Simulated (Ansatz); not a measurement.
Z-matrix (Å, degrees):
```
Si
C 1 1.900
O 1 1.642 2 98.8
Cl 1 2.047 2 111.8 3 117.0
Si 1 2.766 2 65.8 3 3.3
H 1 1.476 2 116.9 3 -119.3
O 2 1.431 1 106.6 3 -7.7
H 2 1.093 1 112.3 3 -127.0
H 2 1.096 1 111.9 3 111.8
H 5 1.480 1 121.9 2 106.3
H 5 1.481 1 123.0 2 -99.1
```

The species carries charge 0 and has multiplicity 1.

(1) List the PBE0/def2-TZVPP orbital energies in eV (Ansatz). (Best estimate.)

Results:

(1) Ansatz gave: Occupied: -2767.50, -1804.12, -1803.70, -523.14, -523.04, -279.74, -259.36, -197.63, -197.51, -197.51, -146.29, -145.88, -101.00, -100.97, -100.90, -100.60, -100.53, -100.50, -29.10, -28.00, -23.30, -19.54, -15.74, -15.16, -13.44, -13.39, -12.46, -11.75, -11.62, -10.90, -10.41, -9.85, -9.51, -9.38, -8.53, -8.31. Lowest empty: 0.10, 0.28, 0.78, 1.00, 1.86, 1.95, 2.32, 2.40.
